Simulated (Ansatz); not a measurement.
System: sum formula H3BNO2, charge 0, multiplicity 2. It need not be the lowest isomer of its formula. SMILES: OB(O)[NH]
Structure (B3LYP-D3(BJ)/def2-TZVP (Ansatz, a quantum-chemistry and plane-wave program) minimum search):
```
B
O 1 1.3718
H 2 0.9613 1 116.06
O 1 1.3718 2 125.35 3 1.37
H 4 0.9613 1 116.06 2 -1.37
N 1 1.4519 2 117.26 3 -174.58
H 6 1.0194 1 116.39 2 -91.86
```
Charge 0, spin multiplicity 2.

Wanted: atomisation energy (electronic, to ground-state atoms), in kcal/mol. Valence correlation only, unless marked. Open shells are spin-unrestricted. Spin-orbit coupling is left out. Non-relativistic. The coupled-cluster limit lacks core correlation, which all-electron functionals hold. CBS marks a two-point X^-3 extrapolation of the correlation energy; Hartree-Fock from the larger set. [CCSD(T)-MP2]/basis is that difference in the basis named.

| level | program | atomisation energy (kcal/mol) | minus last row |
|---|---|---|---|
| HF/6-31G* | Ansatz | 448.7 | -214.8 |
| PBE-D4/def2-TZVPD | Ansatz + dftd4 | 684.5 | 21.0 |
| r2SCAN-D3(BJ)/def2-TZVPD | Ansatz + dftd3 | 668.1 | 4.6 |
| r2SCAN-D4/def2-TZVPD | Ansatz + dftd4 | 668.0 | 4.5 |
| PBE0/6-31G* | Ansatz | 650.2 | -13.3 |
| BHLYP-D3(BJ)/def2-TZVPD | Ansatz + dftd3 | 637.9 | -25.6 |
| r2SCANh/def2-TZVPD | Ansatz | 660.5 | -3.0 |
| HSE06/def2-TZVPD | Ansatz | 662.9 | -0.6 |
| MP2/6-31G* | Ansatz | 609.8 | -53.7 |
| MP2/aug-cc-pVDZ | Ansatz | 632.4 | -31.1 |
| CCSD/cc-pVQZ | Ansatz | 642.9 | -20.6 |
| CCSD(T)/6-31G | Ansatz | 523.3 | -140.2 |
| CCSD(T)/cc-pVQZ | Ansatz | 654.9 | -8.6 |
| RI-MP2/CBS(aug-cc-pVTZ,aug-cc-pVQZ)+[CCSD(T)-MP2]/aug-cc-pVQZ | Ansatz | 663.5 | 0.0 |
| CCSD(T)/CBS(aug-cc-pVTZ,aug-cc-pVQZ) | Ansatz | 663.5 | 0.0 |
